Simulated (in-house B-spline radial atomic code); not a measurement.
The numbers below are computed, except where a source is named.
**I in an electron gas of r_s = 1.8: phase shifts, screening and friction**

A nucleus sits in a uniform electron gas with a rigid positive background. The Kohn-Sham equations are solved self-consistently in the spin-unpolarised LDA (PW92), non-relativistic, on B-splines with outgoing waves at the boundary and partial waves to l = 8. The model has no lattice, no bands and no magnetic solution. Atomic units; δ_l are the phase shifts at the Fermi level, counted so that each bound state adds π, and good to about 0.0005.

The density parameter is r_s = 1.8 bohr.

```csv
l,δ_l (rad)
0,13.3078
1,10.8373
2,7.0407
3,0.2602
4,0.0337
5,0.0072
6,0.0017
7,0.0005
8,0.0002
```

Bound levels below the band bottom (hartree): d -22.13, s -5.699, p -4.158, d -1.53, s -0.2639 and deeper ones.

Question: Check the Friedel sum rule, and say where the screening charge sits.

Answer: k_F = (9π/4)^(1/3)/r_s = 1.06620. The rule is Z = (2/π) Σ (2l + 1) δ_l. The terms are s 8.472, p 20.698, d 22.411, f 1.160 and 0.265 beyond, in all 53.005 against Z = 53. Bound states hold 10 s, 18 p, 20 d electrons, so the scattering states carry 5.01 in all; where a term is smaller than its bound count, the bound level has drawn weight out of the band.

Question: Find the transport cross section and the electronic stopping of a 2 keV I ion (mass 126.9 u).

Answer: σ_tr = (4π/k_F²) Σ (l + 1) sin²(δ_l − δ_(l+1)). The terms for l = 0 to 3 are 0.3867, 0.7422, 0.6828, 0.2017, all together 2.0171, so σ_tr = 11.054 × 2.0171 = 22.297 bohr². With n = 3/(4π r_s³) = 0.04093, the friction coefficient is Q = n k_F σ_tr = 0.9732. For v well below v_F = 1.066, dE/dx = Q v; with 24801 eV per u at v = 1, v = √(2000/(24801 × 126.9)) = 0.0252, so dE/dx = 0.02453 hartree/bohr = 12.6 eV/nm. The largest term couples the p and d waves.
